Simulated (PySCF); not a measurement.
Cl2 (SMILES ClCl), singlet, geometry from GFN2-xTB, with bond 1-2 at 1.4 times its length; CASSCF(2,2)+NEVPT2/STO-3G (PySCF).

The PySCF input:
```python
from pyscf import gto, scf, mcscf, mrpt
import numpy

mol = gto.M(
    atom='''
Cl    0.00000000    0.00000000   -1.81516671
Cl    0.00000000    0.00000000    1.00842595
''',
    basis='sto-3g',
    verbose=4,
)

mf = scf.RHF(mol)
mf.kernel()
mc = mcscf.CASSCF(mf, 2, 2)
mc.fix_spin_(ss=0.0)
mc.kernel()
occ = numpy.linalg.eigvalsh(mc.fcisolver.make_rdm1(mc.ci, mc.ncas, mc.nelecas))[::-1]
ss = mc.fcisolver.spin_square(mc.ci, mc.ncas, mc.nelecas)[0]
print('natural occupations', occ.round(4), ' <S^2>', round(ss, 4))
e2 = mrpt.NEVPT(mc).kernel()
print('E(NEVPT2) = %.10f' % (mc.e_tot + e2))
```

Output, abridged:

```
PySCF version 2.14.0

[INPUT] verbose = 4
[INPUT] num. atoms = 2
[INPUT] num. electrons = 34
[INPUT] charge = 0
[INPUT] spin (= nelec alpha-beta = 2S) = 0
[INPUT] symmetry False subgroup None
[INPUT] Mole.unit = angstrom
[INPUT] Symbol           X                Y                Z      unit          X                Y                Z       unit  Magmom
[INPUT]  1 Cl     0.000000000000   0.000000000000  -1.815166710000 AA    0.000000000000   0.000000000000  -3.430167952328 Bohr   0.0
[INPUT]  2 Cl     0.000000000000   0.000000000000   1.008425950000 AA    0.000000000000   0.000000000000   1.905648862404 Bohr   0.0

nuclear repulsion = 54.1622791850861
number of shells = 10
number of NR pGTOs = 54
number of NR cGTOs = 18
basis = sto-3g
ecp = {}

******** <class 'pyscf.scf.hf.RHF'> ********
method = RHF
initial guess = minao
damping factor = 0
level_shift factor = 0
DIIS = <class 'pyscf.scf.diis.CDIIS'>
diis_start_cycle = 1
diis_space = 8
diis_damp = 0
SCF conv_tol = 1e-09
SCF conv_tol_grad = None
SCF max_cycles = 50
direct_scf = True
direct_scf_tol = 1e-13
Set gradient conv threshold to 3.16228e-05
Initial guess from minao.
init E= -907.939139955971
  HOMO = -0.458454911247055  LUMO = -0.387858841262114  gap/eV = 1.92102
cycle= 1 E= -908.992177039801  delta_E= -1.05  |g|= 0.0323  |ddm|= 1.93
  HOMO = -0.392415366015943  LUMO = -0.0802137828929802  gap/eV = 8.49544
cycle= 2 E= -908.992259786332  delta_E= -8.27e-05  |g|= 0.00184  |ddm|= 0.011
  HOMO = -0.392074842268473  LUMO = -0.0800973793017668  gap/eV = 8.48934
cycle= 3 E= -908.992260486793  delta_E= -7e-07  |g|= 0.000128  |ddm|= 0.00181
  HOMO = -0.392016753260103  LUMO = -0.0800757692746169  gap/eV = 8.48835
cycle= 4 E= -908.99226049761  delta_E= -1.08e-08  |g|= 5.51e-07  |ddm|= 0.000296
  HOMO = -0.392016499008192  LUMO = -0.0800756372898729  gap/eV = 8.48834
cycle= 5 E= -908.99226049761  delta_E= 2.27e-13  |g|= 6.74e-09  |ddm|= 1.13e-06
  HOMO = -0.392016497881028  LUMO = -0.0800756377540244  gap/eV = 8.48834
Extra cycle  E= -908.992260497611  delta_E= -9.09e-13  |g|= 7.4e-10  |ddm|= 7.43e-09
converged SCF energy = -908.992260497611

******** <class 'pyscf.mcscf.mc1step.CASSCF'> ********
CAS (1e+1e, 2o), ncore = 16, nvir = 0
max_cycle_macro = 50
max_cycle_micro = 4
conv_tol = 1e-07
conv_tol_grad = None
orbital rotation max_stepsize = 0.02
orbital rotation threshold for CI restart = 0.01
augmented hessian ah_max_cycle = 30
augmented hessian ah_conv_tol = 1e-12
augmented hessian ah_linear dependence = 1e-14
augmented hessian ah_level shift = 1e-08
augmented hessian ah_start_tol = 2.5
augmented hessian ah_start_cycle = 3
augmented hessian ah_grad_trust_region = 3
kf_trust_region = 3
kf_interval = 4
ci_response_space = 4
ci_grad_trust_region = 3
with_dep4 0
natorb = False
canonicalization = True
sorting_mo_energy = False
ao2mo_level = 2
internal_rotation = False
******** <class 'pyscf.fci.addons.SpinPenaltyFCISolver'> ********
max. cycles = 50
conv_tol = 1e-08
davidson only = True
linear dependence = 1e-12
level shift = 0.001
max iter space = 12
nroots = 1
pspace_size = 400
spin = None
CASCI E = -909.096870570582  S^2 = 0.0000000
Set conv_tol_grad to 0.000316228
macro iter   1 (  4 JK    1 micro), CASSCF E = -909.098624406004  dE = -1.75383542e-03  S^2 = 0.0000000
               |grad[o]|=0.0436  |grad[c]|=0.00319  |ddm|=0.0149  |maxRot[o]|=0.0367
macro iter   2 (  3 JK    1 micro), CASSCF E = -909.098624491505  dE = -8.55012559e-08  S^2 = 0.0000000
               |grad[o]|=0.000283  |grad[c]|=1.35e-05  |ddm|=7.78e-05  |maxRot[o]|=0.000278
1-step CASSCF converged in   2 macro (  7 JK   2 micro) steps
CASSCF canonicalization
Density matrix diagonal elements [1.49701782 0.50298218]
CASSCF energy = -909.098624491505
CASCI E = -909.098624491505  E(CI) = -1.27295290455811  S^2 = 0.0000000
natural occupations [1.497 0.503]  <S^2> 0.0

******** <class 'pyscf.mrpt.nevpt2.NEVPT'> ********
NEVPT2 (1e+1e, 2o), ncore = 16, nvir = 0
root = 0
Natural occ [1.49701782 0.50298218]
Natural orbital (expansion on meta-Lowdin AOs) in CAS space
               #1        #2
0 Cl 1s         -0.00007   0.00008
0 Cl 2s          0.00060  -0.00102
0 Cl 3s         -0.03181   0.02938
0 Cl 2px         0.00000  -0.00000
0 Cl 2py         0.00000   0.00000
0 Cl 2pz        -0.00481  -0.00707
0 Cl 3px        -0.00000  -0.00000
0 Cl 3py        -0.00000  -0.00000
0 Cl 3pz         0.70637   0.70646
1 Cl 1s         -0.00007  -0.00008
1 Cl 2s          0.00060   0.00102
1 Cl 3s         -0.03181  -0.02938
1 Cl 2px         0.00000  -0.00000
1 Cl 2py         0.00000  -0.00000
1 Cl 2pz         0.00481  -0.00707
1 Cl 3px        -0.00000   0.00000
1 Cl 3py        -0.00000   0.00000
1 Cl 3pz        -0.70637   0.70646
<CAS-nat-orb|mo-hf>  17     17       0.99933410
<CAS-nat-orb|mo-hf>  18     18       0.99965973
Sr    (-1)',   E = -0.00000000000000
Si    (+1)',   E = 0.00000000000096
Sijrs (0)  ,   E = 0.00000000000000
Sijr  (+1) ,   E = -0.00000000000000
Srsi  (-1) ,   E = -0.00000000000000
Srs   (-2) ,   E = 0.00000000000000
Sij   (+2) ,   E = -0.00061664144560
Sir   (0)' ,   E = -0.00000000000000
Nevpt2 Energy = -0.000616641444642
E(NEVPT2) = -909.0992411329
```
